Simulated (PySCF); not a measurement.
**Dipole response of Ge³⁺ (germanium, charge +3)**

[Ar] 3d10 4s1, 2S determinant. All numbers are calculated (PySCF 2.14, the spin-free X2C one-electron Hamiltonian (Gaussian nucleus), in x2c-TZVPPall with one added diffuse shell each of s, p, d type (7s6p5d1f, 57 functions)). Coupled (time-dependent) response in atomic units; α is the mean over directions.

| method | mean α (bohr³) | C₆ (like pair) | S(−4) |
| --- | --- | --- | --- |
| UHF | 7.283 | 16.46 | 49.88 |
| PBE | 5.857 | 12.66 | 29.92 |
| PBE0 | 6.166 | 13.43 | 33.87 |
| r2SCAN0 | 6.444 | 14.57 | 35.46 |
| BLYP | 5.607 | 11.95 | 27.24 |

S(−4) is the Cauchy moment in α(ω) = α(0) + S(−4) ω² + …

α(iu) at UHF:

```
u (hartree)  α(iu) (bohr³)
          0          7.283
     0.0500          7.161
      0.100          6.819
      0.200          5.742
      0.300          4.582
      0.500          2.882
      0.750          1.785
       1.00          1.239
       1.50         0.7360
       2.00         0.5061
       3.00         0.2916
       5.00         0.1366
```

For an ion, C₆ is the dispersion term alone; charge-induced terms of lower order in 1/R come first.
